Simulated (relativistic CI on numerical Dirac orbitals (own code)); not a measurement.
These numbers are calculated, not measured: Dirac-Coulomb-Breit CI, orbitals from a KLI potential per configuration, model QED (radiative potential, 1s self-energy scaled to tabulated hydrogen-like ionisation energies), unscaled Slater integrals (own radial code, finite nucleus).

CI space (outside the closed core [Ar] 3d10): 4s²4p⁶, 4s²4p⁵4d, 4s4p⁶4d, 4s²4p⁵4f, 4s4p⁶4f, 4s²4p⁵5s, 4p⁶4d4f, 4s²4p⁵5p, 4s4p⁶5s, 4s²4p⁵5d, 4s4p⁶5p, 4s²4p⁵5f, 4s²4p⁵5g, 4s4p⁶5d, 4s²4p⁵6s, 4p⁶4f5s, 4s4p⁶5f, 4s²4p⁵6p, 4s²4p⁵6d, 4s4p⁶5g, 4s²4p⁵6f, 4p⁶4d², 4p⁵4d³, 4p⁵4d²4f, 4p⁵4d²5s, 4p⁵4d²5p, 4p⁶4f², 4p⁵4d4f², 4p⁵4f³, 4p⁵4f²5s, 4p⁵4f²5p, 4p⁶4d5s, 4p⁵4d4f5s, 4p⁵4d5s², 4p⁵4d5s5p. Double excitations out of closed p, d and f shells are left out; levels of such configurations are missing from the list, as are those of other unlisted configurations, and high levels can miss mixing partners. These lack a partner that the ground configuration has and come out too high: 4s²4p⁵5d, 4s²4p⁵5f, 4s²4p⁵5g, 4s²4p⁵6s, 4s²4p⁵6p.

At this charge energies of transitions that change n are usually good to better than 1 %, and those within a shell (Δn = 0) to a few per cent.

Outline of the computed level scheme of Tb XXX. Lowest level of each configuration: 4s²4p⁶ ¹S0 at 0.000 eV; 4s²4p⁵4d ³P°0 at 117.205 eV; 4s4p⁶4d ³D1 at 249.923 eV; 4s²4p⁵4f ³G5 at 283.223 eV; 4s4p⁶4f ³F°2 at 416.366 eV; 4s²4p⁵5s ³P°2 at 444.383 eV; 4s²4p⁵5p ³P1 at 479.684 eV; 4p⁶4d² ³F2 at 514.658 eV.

Some strong electric-dipole decays among the lowest 45 levels: 4s²4p⁵4d ¹P°1 → 4s²4p⁶ ¹S0 (1.8e+12 s⁻¹); 4s²4p⁵5s ¹P°1 → 4s²4p⁶ ¹S0 (1.4e+12 s⁻¹); 4s²4p⁵5p ³D2 → 4s²4p⁵4d ³F°3 (8.2e+11 s⁻¹); 4s²4p⁵5p ³D3 → 4s²4p⁵4d ³F°4 (7.6e+11 s⁻¹); 4s²4p⁵5s ³P°1 → 4s²4p⁶ ¹S0 (6.4e+11 s⁻¹); 4s²4p⁵5p ³P1 → 4s²4p⁵4d ³P°1 (4.8e+11 s⁻¹); 4s²4p⁵5p ³P1 → 4s²4p⁵4d ³D°2 (4.4e+11 s⁻¹); 4s²4p⁵4f ³D3 → 4s²4p⁵4d ³D°2 (4.0e+11 s⁻¹).

LS names give the leading component of a level, which can be under half, so a name can repeat, a term be missing and a line seem to break the LS rules.
